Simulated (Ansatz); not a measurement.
`BC=C` and `C=[CH][InH2]` differ in one element.

Ansatz, PBE0-D4/def2-TZVP geometries, multiplicity 1. 

Elements past krypton have def2 core potentials.

```
                                        property  `BC=C`
            HOMO–LUMO gap (PBE0/def2-TZVPP) / eV    6.42
  size of the dipole moment (PBE/def2-TZVPP) / D    1.42
  zero-point energy (PBE0-D4/def2-TZVP) / kJ/mol   164.6
             HOMO energy (B3LYP/def2-TZVPP) / eV   -8.27
             LUMO energy (B3LYP/def2-TZVPP) / eV   -2.30
size of the dipole moment (B3LYP/def2-TZVPP) / D    1.34
```

Task: Give the same properties after the change, and the shifts. (An estimate is asked.)

Result: Ansatz gave: 
| property | `C=[CH][InH2]` | shift |
| --- | --- | --- |
| HOMO–LUMO gap (PBE0/def2-TZVPP) / eV | 5.82 | -0.60 |
| size of the dipole moment (PBE/def2-TZVPP) / D | 0.73 | -0.69 |
| zero-point energy (PBE0-D4/def2-TZVP) / kJ/mol | 139.0 | -25.6 |
| HOMO energy (B3LYP/def2-TZVPP) / eV | -7.41 | 0.86 |
| LUMO energy (B3LYP/def2-TZVPP) / eV | -2.04 | 0.26 |
| size of the dipole moment (B3LYP/def2-TZVPP) / D | 0.67 | -0.67 |

With PBE0 the HOMO rises by 0.92 eV and the LUMO rises by 0.32 eV, so the gap narrows by about 0.60 eV. PBE moves the HOMO by 1.08 eV and ωB97M-V by 0.97 eV. Dipoles are sizes alone; their direction can turn.

B3LYP here is the variant with VWN-RPA as its local correlation; programs differ in this.
